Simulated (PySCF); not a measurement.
Species: N-formylpiperidine, C6H11NO.
SMILES with atom numbers: `[O:1]=[CH:2][N:3]1[CH2:4][CH2:5][CH2:6][CH2:7][CH2:8]1` (hydrogens: H9 on C2; H10, H11 on C4; H12, H13 on C5; H14, H15 on C6; H16, H17 on C7; H18, H19 on C8)

All values: PBE0/pcSseg-1 and CAM-B3LYP/def2-SVPD (PySCF, non-relativistic), on one gas-phase PBE0-D3(BJ)/def2-SVP geometry that isn't relaxed in the solvent. The solvent is an IEF-PCM continuum (van der Waals radii × 1.2). The model holds no explicit solvent molecules, cavitation or dispersion.

Gas phase at PBE0/pcSseg-1: HOMO -6.96 eV, LUMO 0.72 eV, dipole 4.16 D.

Q: What does the continuum do to the energy, the frontier levels and the dipole at PBE0/pcSseg-1 in dimethylsulfoxide and water?

A: 
```tsv
solvent	ε	E(solvent) − E(gas) (kJ/mol)	polarisation term (kJ/mol)	distortion of the solute (kJ/mol)	HOMO (eV)	LUMO (eV)	dipole (D)
dimethylsulfoxide	46.83	-28.85	-35.41	6.56	-6.95	0.68	5.42
water	78.36	-29.27	-36.03	6.76	-6.95	0.67	5.43
```

The polarisation term is half the interaction of the solute with the surface charges that it induces; the rest is the cost of distorting the solute's density. The sum is the electrostatic part of solvation alone. From dimethylsulfoxide to water the lowering changes by a factor 1.01, Onsager's factor (ε − 1)/(2ε + 1) by 1.01 and ε itself by 1.7.

Q: Which radius a makes the point-dipole formula ΔE = −[(ε − 1)/(2ε + 1)]·μ²/a³ give the value in water, with the gas-phase dipole?

A: μ = 1.637 au and |ΔE| = 0.01115 Eh give a = 2.60 Å; the farthest nucleus lies 3.22 Å from the centroid of the nuclei, so such a sphere wouldn't even hold the nuclei. The formula assumes a rigid point dipole at the centre of a sphere.

Q: Which ESP-fitted charges (PBE0/pcSseg-1) respond most in dimethylsulfoxide (means over atoms taken as equivalent)?

A: 
```csv
atoms,environment,gas (e),solvent (e),change
O1,amide oxygen,-0.499,-0.590,-0.091
C2,amide carbonyl carbon,+0.344,+0.368,+0.024
C5/C7,ring CH2 carbon,+0.038,+0.062,+0.024
H9,formyl hydrogen,+0.050,+0.073,+0.023
H10/H11/H18/H19,methylene hydrogen,+0.059,+0.067,+0.008
C6,ring CH2 carbon,-0.059,-0.066,-0.007
C4/C8,sp3 carbon bound to nitrogen,-0.038,-0.044,-0.006
N3,amide nitrogen,-0.171,-0.176,-0.005
```

Q: Which Mayer bond orders change most in dimethylsulfoxide?

A: 
| bond | length (Å) | gas | solvent | change |
| --- | --- | --- | --- | --- |
| O1–C2 | 1.210 | 1.892 | 1.827 | -0.065 |
| C2–N3 | 1.359 | 1.164 | 1.215 | +0.051 |
| N3–C4 | 1.444 | 0.938 | 0.922 | -0.016 |
| C8–N3 | 1.448 | 0.898 | 0.893 | -0.005 |
| C4–H10 | 1.101 | 0.944 | 0.940 | -0.004 |
| C8–H19 | 1.106 | 0.945 | 0.941 | -0.004 |
| C8–H18 | 1.098 | 0.935 | 0.939 | +0.004 |
| C4–C5 | 1.525 | 1.021 | 1.024 | +0.003 |

Gas phase at CAM-B3LYP/def2-SVPD: HOMO -8.39 eV, LUMO 1.12 eV, dipole 4.37 D.

Q: What does the continuum do to the energy, the frontier levels and the dipole at CAM-B3LYP/def2-SVPD in dimethylsulfoxide and water?

A: 
| solvent | ε | E(solvent) − E(gas) (kJ/mol) | polarisation term (kJ/mol) | distortion of the solute (kJ/mol) | HOMO (eV) | LUMO (eV) | dipole (D) |
| --- | --- | --- | --- | --- | --- | --- | --- |
| dimethylsulfoxide | 46.83 | -31.26 | -39.26 | 8.00 | -8.35 | 1.39 | 5.80 |
| water | 78.36 | -31.72 | -39.97 | 8.25 | -8.35 | 1.39 | 5.82 |

The atom shares or the degeneracy of the LUMO differ from the gas phase in dimethylsulfoxide and water, so that column needn't follow one orbital.

Q: How does the static polarisability (CAM-B3LYP/def2-SVPD, frozen core, with the continuum's full static response) change?

A: 
| medium | isotropic (au) | principal values (au) | ⟨r²⟩ of the electrons (bohr²) |
| --- | --- | --- | --- |
| gas | 81.0 | 66.8, 81.1, 95.0 | 1002.1 |
| dimethylsulfoxide | 110.4 | 94.0, 109.0, 128.1 | 1003.2 |
| water | 110.9 | 94.6, 109.5, 128.7 | 1003.3 |

The isotropic value in water is 1.37 times the gas-phase one; no cavity-field correction is applied. ⟨r²⟩ is taken about the centre of nuclear charge.
